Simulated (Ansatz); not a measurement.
Molecule: sum formula H9Si3NO (charge 0, singlet). 
Structure (B3LYP-D3(BJ)/def2-TZVP (Ansatz, a program for electronic structure) minimum search):
```xyz
14

Si    -0.0666     0.1478    -0.9932
N     -1.4849     0.6675    -0.1787
Si    -2.6356    -0.2945     0.6896
O      1.2075    -0.0172     0.0208
Si     2.8036    -0.1336     0.3476
H     -0.3411    -1.1708    -1.5974
H      0.2827     1.1633    -2.0112
H     -1.5911     1.6697    -0.0922
H     -4.0198    -0.0034     0.2440
H     -2.3065    -1.7098     0.4143
H     -2.5799    -0.0547     2.1528
H      3.0111     0.1214     1.7896
H      3.5634     0.8641    -0.4430
H      3.2963    -1.4897     0.0120
```

Total electronic energies in hartree. Cores are frozen in the correlated levels unless marked. No spin-orbit coupling. No relativistic terms. CBS marks a two-point X^-3 extrapolation of the correlation energy; Hartree-Fock from the larger set.

```json
[
 {"level": "RI-HF/cc-pV(Q+d)Z", "program": "Ansatz", "energy (Eh)": "-1001.63274"},
 {"level": "B3LYP-D3(BJ)/def2-TZVPD", "program": "Ansatz + dftd3", "energy (Eh)": "-1004.18139"},
 {"level": "B3LYP/def2-TZVPD", "program": "Ansatz", "energy (Eh)": "-1004.16007"},
 {"level": "r2SCANh-D4/def2-TZVPD", "program": "Ansatz + dftd4", "energy (Eh)": "-1003.92631"},
 {"level": "CAM-B3LYP-D4/def2-TZVPD", "program": "Ansatz + dftd4", "energy (Eh)": "-1004.07174"},
 {"level": "RPA@PBE/cc-pV(T+d)Z", "program": "Ansatz", "energy (Eh)": "-1002.97954"},
 {"level": "SCS-MP2/cc-pwCVTZ", "program": "Ansatz", "energy (Eh)": "-1002.46491"},
 {"level": "CCSD(T)/STO-3G", "program": "Ansatz", "energy (Eh)": "-989.97052"},
 {"level": "CCSD(T)/CBS(cc-pV(T+d)Z,cc-pV(Q+d)Z)", "program": "Ansatz", "energy (Eh)": "-1002.6445"}
]
```

Totals of different functionals don't rank their quality; only differences between species are comparable.
